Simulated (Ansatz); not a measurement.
Total energies of the cluster Sr3Te3 (the lowest singlet isomer of a short search) from Ansatz at PBE-D4/def2-TZVPD, gas phase (1 Eh = 27.2114 eV = 2625.5 kJ/mol). The reference geometry is relaxed at PBE-D4/def2-SVP.

```xyz
6

Sr    0.674    0.892   -2.465
Sr    1.912   -0.959    1.666
Sr   -2.584    0.065    0.800
Te    3.140   -0.066   -0.967
Te   -2.322    1.162   -2.023
Te   -0.821   -1.093    2.990
```

| state | geometry | energy (Eh) |
| --- | --- | --- |
| charge 0 singlet | reference | -896.52953 |
| charge -1 doublet | reference | -896.57310 |
| free Sr atom (singlet) | – | -30.68408 |
| free Te atom (triplet) | – | -267.97324 |

In the def2 sets Sr, Te take a core potential; there is no spin–orbit coupling.

Task: Work out the vertical electron affinity, to the doublet.

Result: E(charge 0 singlet) − E(charge -1 doublet) = -896.52953 − (-896.57310) = 0.04357 Eh = 1.19 eV.

Task: What is the binding energy per atom against free atoms?

Result: Atoms: 3 × (-30.68408) + 3 × (-267.97324) = -895.97196 Eh. Binding: -895.97196 − (-896.52953) = 0.55757 Eh = 15.17 eV, or 2.53 eV for each of 6 atoms (no zero-point energy, no counterpoise term).

At PBE-D4/def2-TZVPD the highest occupied level of the charge -1 doublet lies above zero (up to 0.04 eV). By energy differences its removal costs 1.19 eV (vertical, to the charge 0 singlet, at PBE-D4/def2-TZVPD); a positive level beside a positive removal energy at the same level points to self-interaction error. 

The structure comes from a short search, and lower isomers may exist.
